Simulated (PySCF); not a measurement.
# Working out the ionisation energy of Xe+

Xe+ [Kr] 4d10 5s2 5p5 (2P) → Xe(2+) [Kr] 4d10 5s2 5p4 (3P). All numbers are calculated (PySCF 2.14, scalar relativity by spin-free X2C-1e, in x2c-TZVPPall). Frozen: [Ar] 3d10. Energies in hartree (1 hartree = 27.21139 eV):

```csv
part,Xe+ (lower),Xe(2+) (upper)
UHF,-7443.041000,-7442.302343
MP2 opposite-spin,-0.392050,-0.371493
MP2 same-spin,-0.223552,-0.214387
```

What does Hartree-Fock give?

(-7442.302343) − (-7443.041000) = 0.738657 hartree = 20.100 eV.

What do MP2 and SCS-MP2 (6/5 opposite-spin, 1/3 same-spin) give?

The opposite-spin parts differ by 0.559 eV and the same-spin parts by 0.249 eV. MP2: 20.100 + (0.559) + (0.249) = 20.908 eV. SCS-MP2: 20.100 + 1.2 × (0.559) + (0.249)/3 = 20.854 eV.

A first-order spin-orbit estimate adds -0.043 eV to MP2 (valence and next inner shell), giving 20.865 eV against 20.975 eV (semi-empirical (NIST evaluation); NIST Atomic Spectra Database, ionization energies).

What remains against the reference includes basis incompleteness, the frozen core and correlation beyond second order.
